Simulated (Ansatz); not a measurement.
System: sum formula H₈Si₂N₂O (charge 0, singlet). 
Geometry from a B3LYP-D3(BJ)/def2-TZVP (Ansatz, a program for electronic structure) optimisation:
```xyz
13

N      2.4636     0.4837     0.1119
Si     1.4059    -0.8536    -0.0272
O     -0.1418    -0.5062    -0.4425
Si    -1.6445    -0.0540     0.0332
N     -1.9018     1.6281     0.2079
H      2.8049     0.9769    -0.6975
H      2.4767     1.0666     0.9330
H      1.9330    -1.7234    -1.0962
H      1.3899    -1.5179     1.2953
H     -2.5684    -0.5355    -1.0118
H     -1.9109    -0.6608     1.3565
H     -1.5990     2.1290     1.0275
H     -1.9841     2.2383    -0.5894
```

Basis-set convergence of Hartree-Fock and MP2 correlation energies (hartree) with Ansatz. Valence correlation only, unless marked. Spin-orbit coupling is left out. No relativistic terms.

```csv
basis,functions,E(HF),"E(corr, MP2)"
cc-pV(D+d)Z,128,-766.45805,-0.72421
cc-pV(T+d)Z,280,-766.56903,-0.91298
cc-pV(Q+d)Z,533,-766.59339,-0.98172
```

Extrapolating the two largest sets (X = 3 and 4) as X^-3: E(corr) = (64·(-0.98172) - 27·(-0.91298))/37 = -1.0319 Eh, an estimate of the basis-set limit. The largest set recovers 95.1 % of it, the smallest 70.2 %.
